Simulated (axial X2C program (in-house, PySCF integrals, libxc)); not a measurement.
**Correcting the dissociation energy of SbS⁺ for spin–orbit coupling**

A spin-free PBE0 curve (one-electron X2C) was computed with an in-house relativistic program for diatomic molecules, basis Sb dyall-cv3z [11s12p8d4f1g], S dyall-av3z [9s8p3d2f] (cores contracted in-house), for the state M_S = 0, Λ = 0 (closed shell). It gives D0 = 4.854 eV to Sb+ + S, which in a spin-free picture are the weighted means of the ground terms.

Measured levels of the ground terms (NIST Handbook of Basic Atomic Spectroscopic Data), in cm⁻¹: Sb+ 3P: J = 0 at 0, J = 1 at 3054.6, J = 2 at 5658.2; S 3P: J = 2 at 0, J = 1 at 396.1, J = 0 at 573.6.

The molecular state has Λ = 0, so it has no first-order lowering.

How far does each ground level lie under the (2J+1)-weighted mean of its term?

Sb+: (1 × 0 + 3 × 3054.6 + 5 × 5658.2)/9 = 4162 cm⁻¹; S: (5 × 0 + 3 × 396.1 + 1 × 573.6)/9 = 196 cm⁻¹.

Correct D0.

D0 = 4.854 + (0 − 4358)/8065.5 = 4.314 eV at PBE0 with these spin–orbit terms.

Second-order spin–orbit effects in the molecule, which grow quickly with Z, are left out. One determinant describes the state; a PBE0 search over occupations chose it and may have missed a lower one. De is counted from the lowest determinant-based energies of the atoms at the same level, without counterpoise correction.
